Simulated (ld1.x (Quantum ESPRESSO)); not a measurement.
# gold: one change to a TM potential, before and after

| Item | Value |
| --- | --- |
| Element | gold |
| Generator | ld1.x (Quantum ESPRESSO) 7.5 |
| Type | norm-conserving Troullier–Martins (Kleinman–Bylander form) |
| Functional | LDA (PZ) |
| Relativity | scalar-relativistic |
| Frozen core | [Xe] 4f14 |
| Valence charge | 11 |
| Reference configuration | 5d8 6s0 6p0 (charge +3) |
| Partial waves | 6s (bound, empty): rc 1.65 bohr; 6p (bound, empty): rc 2.05 bohr; 5d (bound): rc 1.50 bohr |
| Local potential | the d channel |
| Core correction | a·sin(br)/r model core, default radius (core density twice the valence density) |

Change: non-relativistic.

Cutoffs: the cutoffs (Ry, on a coarse ladder) from which the occupation-weighted sum of valence levels, in a spherical-Bessel basis at the reference potential, stays within 10 and 1 mRy of its value at 400 Ry; they do not see the model core or the augmentation charge, which bear on the density cutoff. Errors are all-electron minus pseudo energies relative to the spin-unpolarised reference configuration.

Problem. Predict the effect on cutoff, ghosts and configuration errors.

Solution. The potential gets neither clearly harder nor softer (45 Ry and 80 Ry → 45 Ry and 80 Ry); both files keep a bound ghost (p, s); of the 9 tests that both files solve, the error grows in 6 and shrinks in 2 by more than 15 % and 0.3 meV (median size 152.7 → 249.4 meV).

```csv
quantity,base,changed
"cutoff, loose",45 Ry,45 Ry
"cutoff, tight",80 Ry,80 Ry
bound ghosts,"s, p","s, p"
"error for 5d10 6s1 6p0, meV [ΔE -65.44 → -64.80 eV]",-163,-308
"error for 5d10 6s0 6p0, meV [ΔE -55.67 → -57.19 eV]",-153,-249
"error for 5d9 6s0 6p0, meV [ΔE -34.17 → -35.05 eV]",-49,-83
"error for 5d10 6s0 6p1, meV [ΔE -60.04 → -61.21 eV]",-3564,-2569
"error for 5d9 6s2 6p0, meV [ΔE -63.84 → -60.03 eV]",-86,-218
"error for 5d9 6s1 6p0, meV [ΔE -53.07 → -51.15 eV]",-62,-143
"error for 5d9 6s1 6p1, meV [ΔE -57.92 → -55.92 eV]",-3887,-3078
"error for 5d8 6s0 6p0 (spin-polarised), meV [ΔE -0.61 → -0.60 eV]",+19,+20
"error for 5d10 6s1 6p0 (spin-polarised), meV [ΔE -65.58 → -64.94 eV]",-165,-309
s: phases at 2.25 bohr within 0.05 rad from the reference energy up to (Ry; the scan ends near 5),4.0,to the end of the scan
p: phases at 2.25 bohr within 0.05 rad from the reference energy up to (Ry; the scan ends near 5),-1.2,-1.1
d: phases at 2.25 bohr within 0.05 rad from the reference energy up to (Ry; the scan ends near 5),1.3,1.2
```

Base: These tests converged, but a pseudo level misses the all-electron one widely, so the file describes the atom poorly there or has found another state: 5d10 6s0 6p1: 5d by 4.6 eV; 5d9 6s1 6p1: 5d by 5.1 eV. Changed file: The cutoffs count occupied waves only; the empty 6s level needs 70 Ry at the loose tolerance. These tests converged, but a pseudo level misses the all-electron one widely, so the file describes the atom poorly there or has found another state: 5d10 6s0 6p1: 5d by 3.1 eV; 5d9 6s1 6p1: 5d by 3.5 eV. A true bound ghost makes a file unfit for plane-wave use even where its test errors are small: the radial tests pick states by their node count and pass the ghost by.
